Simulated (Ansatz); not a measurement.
Total energies of `O[Si]N([SiH3])[SiH3]`.

```xyz
12

O     0.813    0.255   -2.681
Si    1.058   -0.890   -1.526
N     0.207   -0.295   -0.106
Si   -0.699    1.183    0.070
Si    0.290   -1.329    1.306
H     0.296    1.051   -2.511
H    -0.112    2.041    1.130
H    -2.116    0.897    0.412
H    -0.680    1.952   -1.207
H     0.905   -0.596    2.443
H    -1.075   -1.756    1.713
H     1.112   -2.514    0.958
```

The species carries charge 0 and has multiplicity 1. The structure was optimised at the PBE0-D4/def2-TZVP level. It is one conformer, not always the lowest. Basis def2-TZVPP, Ansatz 0.2.0.

RPA on PBE orbitals: Hartree–Fock energy of these orbitals -1000.29164 Eh, correlation -1.39003 Eh (frozen core).

```csv
functional,energy without D4 (Eh),D4 term (kJ/mol)
r2SCAN,-1002.68266,-8.4
B97M-V,-1002.57979,–
```

Q: Give the same for LDA (SPW92), PBE, revPBE, BLYP, PBE0, B3LYP, r2SCANh, r2SCAN0, HSE06 (plane-wave form), BHLYP, CAM-B3LYP, LC-ωPBE, ωB97X-V, ωB97M-V, B2PLYP, PBE-QIDH. (Estimate.)

A: Computed: 
| functional | energy without D4 (Eh) | D4 term (kJ/mol) |
| --- | --- | --- |
| LDA (SPW92) | -998.32930 | – |
| PBE | -1002.22388 | -35.2 |
| revPBE | -1002.59710 | -96.6 |
| BLYP | -1002.78867 | -76.1 |
| PBE0 | -1002.31450 | -30.0 |
| B3LYP | -1002.90215 | -57.3 |
| r2SCANh | -1002.67020 | -9.1 |
| r2SCAN0 | -1002.65292 | -10.2 |
| HSE06 (plane-wave form) | -1002.28834 | -28.3 |
| BHLYP | -1002.76833 | -47.7 |
| CAM-B3LYP | -1002.80572 | -31.0 |
| LC-ωPBE | -1002.47363 | – |
| ωB97X-V | -1002.65301 | – |
| ωB97M-V | -1002.72649 | – |
| B2PLYP | -1002.38188 | – |
| PBE-QIDH | -1002.04619 | – |

B3LYP takes the VWN-RPA correlation (the form of Gaussian; ORCA's B3LYP/G). HSE06 is the plane-wave form, built on full-range PBE exchange. The double hybrids freeze the cores in their second-order part.

LC-ωPBE has ω = 0.4 bohr⁻¹.
